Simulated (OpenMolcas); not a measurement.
## Ni5+, Pd5+, Pt5+: d⁵ down the group

| Property | Result |
| --- | --- |
| Program | OpenMolcas 26.06 |
| Method | SS-CASPT2, IPEA 0.25 Eh, imaginary shift 0.1 Eh |
| Basis | ANO-RCC-VQZP |
| Scalar Hamiltonian | DKH2, point nucleus |
| Spin-orbit coupling | state interaction with AMFI integrals over the reference wave functions, term energies averaged over their components |

Active space for each ion: 5 electrons in 5 orbitals (d); closed shells correlated by CASPT2: Ni5+ 3s 3p; Pd5+ 4s 4p; Pt5+ 5s 5p.

Computed levels in cm-1 above ⁶S_5/2:

| Level | Ni5+ | Pd5+ | Pt5+ |
| --- | --- | --- | --- |
| ⁴G_7/2 | 43070 | 29210 | 25500 |
| ⁴G_11/2 | 43100 | 29380 | 27180 |
| ⁴G_9/2 | 43120 | 29520 | 28460 |
| ⁴P_1/2 | 47790 | 33380 | 30430 |
| ⁴D_7/2 | 51550 | 34860 | 34310 |
| ⁴D_1/2 | 51780 | 36470 | 39690 |
| ²I_11/2 | 62900 | 42680 | 40340 |
| ²I_13/2 | 63100 | 43690 | 44590 |
| ²F_7/2(1) | 69450 | 50440 | 57720 |
| weight of ⁶S in the lowest level (%) | 100 | 98 | 81 |

Mixed levels, with the weight of the term that names them: Pd5+ ⁴P_1/2 (66 %), Pd5+ ⁴D_1/2 (67 %), Pd5+ ²F_7/2(1) (60 %), Pt5+ ⁴G_7/2 (60 %), Pt5+ ⁴P_1/2 (59 %), Pt5+ ⁴D_7/2 (61 %), Pt5+ ⁴D_1/2 (66 %), Pt5+ ²I_11/2 (71 %), Pt5+ ²F_7/2(1) (62 %).

Measured, with the error of the calculation in %. Measured levels: Ni5+ from Corliss and Sugar, J. Phys. Chem. Ref. Data 10, 197 (1981).

| Level | Ni5+ |
| --- | --- |
| ⁴G_11/2 | 41921 (+2.8) |
| ⁴P_1/2 | 46325 (+3.2) |
| ⁴D_7/2 | 50331 (+2.4) |
| ²I_11/2 | 61196 (+2.8) |
| ²I_13/2 | 61280 (+3.0) |
| ²F_7/2(1) | 67085 (+3.5) |

Without spin-orbit coupling ⁴G lies 43090, 29320, 26480 cm-1 above ⁶S in that order; the difference to the level ⁴G_7/2, of either sign, comes from spin-orbit coupling, which also lowers the zero.

CASPT2 does not keep the components of a term degenerate, so their means are used; among the terms shown or strongly mixed into the levels shown the widest spread is 240 cm-1 (4d⁵ ⁴F, Pd5+). Computed and measured levels are paired by configuration, term and J; levels that our copy of the source lacks, or whose pairing is in doubt (as where it misses far off the trend of its configuration), stay unpaired and out of the deviations. Only configurations of the active space appear.

A number in round brackets counts repeated terms of one configuration in the order of the reference energies.
